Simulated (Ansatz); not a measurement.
Reactions of C$_{3}$H$_{6}$Te (`C=CC[TeH]`).

Calculated with Ansatz (gas phase, PBE0-D4/def2-TZVP geometries, no zero-point term in ΔE). CBS: MP2 limit from def2 TZ/QZ plus the TZ coupled-cluster correction, frozen cores. This one scheme is used for every species, atoms too. DFT in def2-TZVPP. No spin–orbit coupling; open shells (•) take unrestricted orbitals. Spin–orbit coupling would lower the free atoms: a little for Cl. Elements past krypton have def2 core potentials. Bonds to Br, Te are less sure, by a few kJ/mol each and by 10 to 20 or more in all where they break to atoms, as the def2 sets lack core-valence functions. Scalar relativity is left out up to krypton. Each species was taken in one conformer, which may not be the lowest.

| reaction | ωB97M-V (kcal/mol) | CCSD(T)/CBS(def2) (kcal/mol) |
| --- | --- | --- |
| `C=CC[TeH]` + Cl• → `C=CC[Te]`• + HCl | -35.5 | -32.7 |
| `C=CC[TeH]` + fluoromethane → `FC[TeH]` + propene | 0.4 | 1.8 |
| `C=CC[TeH]` + `N=CS` → `N=C(S)[TeH]` + propene | -0.8 | -0.9 |
| `C=CC[TeH]` + `[OH]`• → `C=CC[Te]`• + H₂O | -52.2 | -51.5 |
| `C=CC[TeH]` + disilane → `[SiH3][SiH2][TeH]` + propene | -23.4 | -22.9 |
| `C=CC[TeH]` + HBr → `C=CCBr` + H₂Te | 3.3 | 5.0 |

Largest T1 diagnostic: 0.014, for `N=CS`.
